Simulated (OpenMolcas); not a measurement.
Levels of V2+ by method

| Quantity | Value |
| --- | --- |
| Program | OpenMolcas 26.06 |
| Basis | ANO-RCC-VDZP [5s4p2d1f] |
| Scalar Hamiltonian | DKH2, point nucleus |
| Active space | 3 electrons in 5 orbitals (3d) |
| State averaging | 2S+1 = 4 even, 10 roots; 2S+1 = 2 even, 40 roots (28 in the spin-orbit step) |
| Spin-orbit coupling | RASSI with atomic mean-field integrals over the reference wave functions, term energies averaged over their components |

Methods on the same reference wave functions:
A. CASSCF
B. SS-CASPT2, IPEA 0.25 Eh, imaginary shift 0.1 Eh (closed shells correlated: 3s 3p)

Energies in cm⁻¹ above 3d³ ⁴F_3/2, the measured ground level; measured values from Sugar and Corliss, J. Phys. Chem. Ref. Data 7, 1191 (1978).

```tsv
Level	A	B	Measured
3d³ ⁴F_3/2	0.0	0.0	0.0
3d³ ⁴F_5/2	159	160	146
3d³ ⁴F_7/2	379	380	342
3d³ ⁴F_9/2	654	655	584
3d³ ⁴P_1/2	14835	12370	11514
3d³ ⁴P_3/2	14912	12450	11592
3d³ ²G_7/2	14948	12290	11966
3d³ ⁴P_5/2	15092	12630	11770
3d³ ²G_9/2	15178	12530	12187
3d³ ²P_1/2	19739	17320	15580
3d³ ²H_9/2	19759	17630	16811
3d³ ²P_3/2	19845	17660	
3d³ ²H_11/2	19940	17810	16978
3d³ ²D_3/2	21436	16600	
3d³ ²D_5/2	21619	17020	16375
```

Deviations, from unrounded energies. A percentage is the sum of absolute deviations over the sum of measured energies, with the sign that they share, or ± where signs differ.

```json
{"Against measurement": "mean absolute deviation (cm-1)", "Levels": "12", "A": "2600", "B": "620"}
{"Against measurement": "fine structure of the ground term (%)", "Levels": "3", "A": "+11.4", "B": "+11.7"}
{"Against measurement": "other terms of the ground configuration (%)", "Levels": "9", "A": "+25.0", "B": "+5.8"}
```

B lies closest to measurement on these levels. The largest miss of B in the table is 3d³ ²P_1/2, by +1700 cm-1. The ranking rests on the paired levels alone, and a cruder setting can come out closer through cancelling errors.

From A to B the spin-free energies of the other terms of 3d³ shown, above ⁴F, scale by factors of 0.78 to 0.89, as is usual when dynamic correlation screens the repulsion within a d or f shell.

The lowest spin-free term lies below A's lowest term by 0.238 hartree in B.

Term energies are means over components that CASPT2 splits; among the terms shown or strongly mixed into the levels shown the widest spread is 730 cm-1 (3d³ ²H, B). Some high roots are left out of the spin-orbit mixing, which shifts the levels that they would mix with. Without dynamic correlation excited terms often stand tens of per cent too high (terms of higher spin than the ground term too low), and those without a measured partner can miss by more than the paired ones (holds for A). Some levels mix across a computed gap that differs much from the measured one, so their mixing is not that of the real levels (holds for A). The CASPT2 spread within a term exceeds the gap to the next term for 3d³ ²P and 3d³ ²H, so the order of their levels is uncertain (holds for B). Computed and measured levels are paired by configuration, term and J; levels that our copy of the source lacks, or whose pairing is in doubt (as where it misses far off the trend of its configuration), stay unpaired and out of the deviations. Only configurations of the active space appear.
